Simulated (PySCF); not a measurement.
A GIAO shielding run with PySCF 2.14 (density fitting, non-relativistic, gas phase) on `InChI=1S/C2H4F2O2Si/c3-7(4)6-2-1-5-2/h2,7H,1H2/t2-/m0/s1`:

```
$ OMP_NUM_THREADS=1 python probes_run.py task.json out

{"job": {"kind": "nmr", "xc": "PBE0", "basis": "6-31G*", "pop": true}, "charge": 0, "multiplicity": 1}
F      2.766779     1.386947    -0.158844
Si     1.669193     0.252307    -0.435712
F      1.135322     0.470551    -1.939835
O      0.453196     0.567872     0.634867
C     -0.737518    -0.114403     0.648363
C     -1.615599    -0.144844    -0.518571
O     -0.797885    -1.257951    -0.144997
H      2.291036    -1.070188    -0.307934
H     -1.136196    -0.205508     1.666381
H     -2.694983    -0.299823    -0.404664
H     -1.293728     0.382270    -1.423720
```

Hardware: 1 thread of an Intel Xeon, shared host. The job also computes population analyses, field gradients, ring-centre shieldings.

Problem. How large is the calculation?

Solution. 64 electrons, 110 basis functions and 700 auxiliary functions.

Problem. How long does it take, and how much memory does it need?

Solution. 22 s of wall time, with 14 SCF cycles and 5 response iterations; peak memory 0.62 GiB. Times on a shared host scatter by some tens of per cent.

Problem. And these other runs on the same molecule and hardware: GIAO shielding at B97-2/pcSseg-1; GIAO shielding at BHandHLYP/pcSseg-1; GIAO shielding at CAM-B3LYP/pcSseg-1; GIAO shielding at HF/pcSseg-1; GIAO shielding at PBE/pcSseg-1; GIAO shielding at PBE0/6-31G?

Solution. B97-2/pcSseg-1: 146 functions, 31 s; BHandHLYP/pcSseg-1: 146 functions, 31 s; CAM-B3LYP/pcSseg-1: 146 functions, 43 s; HF/pcSseg-1: 146 functions, 14 s; PBE/pcSseg-1: 146 functions, 56 s; PBE0/6-31G: 75 functions, 30 s.
